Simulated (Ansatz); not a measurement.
Computed with Ansatz on PBE0-D4/def2-TZVP structures; ΔE is electronic, products minus reactants. CCSD(T)/CBS is the MP2 limit (def2-TZVPP, def2-QZVPP) plus CCSD(T) − MP2 in def2-TZVPP, frozen cores. Functionals use def2-TZVPP. B3LYP here is the variant with VWN-RPA as its local correlation; programs differ in this. def2 core potentials past Kr. For Sn, Zn outer-core shells are correlated without core-valence functions, which leaves a few kJ/mol of doubt a bond. Scalar relativity is left out up to krypton. Each species was taken in one conformer, which may not be the lowest.

Consider the redistribution: `C[O][Sn]([F])([F])[F]` + `C[O][Zn][OH]` → `C[O][Sn]([OH])([F])[F]` + `C[O][Zn][F]`.

| level | ΔE (kJ/mol) |
| --- | --- |
| r2SCAN0-D4 | -11.0 |
| B3LYP | -9.3 |

Question: What does CCSD(T)/CBS give? (Best estimate.)

Answer: Ansatz gave: -13.0 kJ/mol. The listed levels differ from it by 2.0, 3.7 kJ/mol.

Largest T1 diagnostic among the species: 0.017.

Leaving LDA and LC-ωPBE aside and taking each functional with its dispersion term where it has one, the values, not all of them listed here, spread over 6.4 kJ/mol, from BHLYP-D4 to PBE-D4. From BLYP to BHLYP (50 % exact exchange), in def2-TZVPP and without D4, ΔE moves by −6.1 kJ/mol. In def2-TZVPP, CCSD(T) changes the Hartree–Fock value by +6.4 kJ/mol (the triples alone add +1.4 kJ/mol) and MP2 by +7.9 kJ/mol.
